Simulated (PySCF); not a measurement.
# MnH: everyday levels beside a composite calculation

PySCF; the state is a septet (σ ↑↑, π ↑↑, δ ↑↑). The composite is CCSD(T) extrapolated to the basis-set limit from two correlation-consistent sets, with core-valence (CV) and scalar-relativistic (SR) terms as its label shows; it has no spin–orbit coupling and nothing beyond (T). Here it is CCSD(T)/CBS(TQ)+CV+SR. It gives Re = 1.728 Å, ωe = 1558 cm⁻¹ and De = 1.66 eV to Mn (3d5 4s2) + H.

| level | basis | relativity | Re (Å) | ωe (cm⁻¹) | De (eV) |
| --- | --- | --- | --- | --- | --- |
| UHF-CCSD | def2-TZVPP | no relativity | 1.733 | 1548 | 1.69 |
| UHF-CCSD(T) | def2-TZVPP | no relativity | 1.730 | 1544 | 1.65 |
| PBE | def2-TZVPP | no relativity | 1.715 | 1522 | 1.94 |
| r²SCAN | def2-TZVPP | no relativity | 1.714 | 1562 | 2.15 |
| B3LYP | def2-TZVPP | no relativity | 1.735 | 1505 | 1.68 |
| PBE0 | def2-TZVP | no relativity | 1.733 | 1533 | 1.79 |
| PBE0 | def2-TZVPP | no relativity | 1.727 | 1546 | 1.86 |
| r²SCAN0 | def2-TZVPP | no relativity | 1.729 | 1559 | 2.00 |
| MN15 | def2-TZVPP | no relativity | 1.710 | 1595 | 1.65 |
| CAM-B3LYP | def2-TZVPP | no relativity | 1.728 | 1547 | 1.74 |

Question: Give the difference of each row from the composite.

Answer: 

```json
{"level": "UHF-CCSD", "basis": "def2-TZVPP", "ΔRe (pm)": "+0.5", "Δωe (%)": "-0.6", "ΔDe (eV)": "+0.03"}
{"level": "UHF-CCSD(T)", "basis": "def2-TZVPP", "ΔRe (pm)": "+0.2", "Δωe (%)": "-0.9", "ΔDe (eV)": "-0.01"}
{"level": "PBE", "basis": "def2-TZVPP", "ΔRe (pm)": "-1.3", "Δωe (%)": "-2.3", "ΔDe (eV)": "+0.28"}
{"level": "r²SCAN", "basis": "def2-TZVPP", "ΔRe (pm)": "-1.4", "Δωe (%)": "+0.3", "ΔDe (eV)": "+0.49"}
{"level": "B3LYP", "basis": "def2-TZVPP", "ΔRe (pm)": "+0.7", "Δωe (%)": "-3.4", "ΔDe (eV)": "+0.02"}
{"level": "PBE0", "basis": "def2-TZVP", "ΔRe (pm)": "+0.5", "Δωe (%)": "-1.6", "ΔDe (eV)": "+0.13"}
{"level": "PBE0", "basis": "def2-TZVPP", "ΔRe (pm)": "-0.1", "Δωe (%)": "-0.8", "ΔDe (eV)": "+0.20"}
{"level": "r²SCAN0", "basis": "def2-TZVPP", "ΔRe (pm)": "+0.1", "Δωe (%)": "+0.1", "ΔDe (eV)": "+0.34"}
{"level": "MN15", "basis": "def2-TZVPP", "ΔRe (pm)": "-1.8", "Δωe (%)": "+2.4", "ΔDe (eV)": "-0.01"}
{"level": "CAM-B3LYP", "basis": "def2-TZVPP", "ΔRe (pm)": "+0.0", "Δωe (%)": "-0.7", "ΔDe (eV)": "+0.08"}
```

Question: Which rows come closest in De?

Answer: UHF-CCSD(T) in def2-TZVPP (-0.01 eV); B3LYP in def2-TZVPP (+0.02 eV); MN15 in def2-TZVPP (-0.01 eV), counted from the composite.

Measured (Huber and Herzberg, Constants of Diatomic Molecules (1979)): Re = 1.7311 Å, ωe = 1548.0 cm⁻¹; the composite is off by -3.0 mÅ and +9.7 cm⁻¹.

Correlated steps freeze the inner cores (5 to 9 orbitals); shallow outer-core shells are correlated. The metal atom is held in its measured ground configuration; semilocal functionals can put another filling of s and d lower by some tenths of an eV, and De to that atom would be smaller. With d or f electrons several states lie close, and the lowest PBE0 determinant need not be the measured ground state.
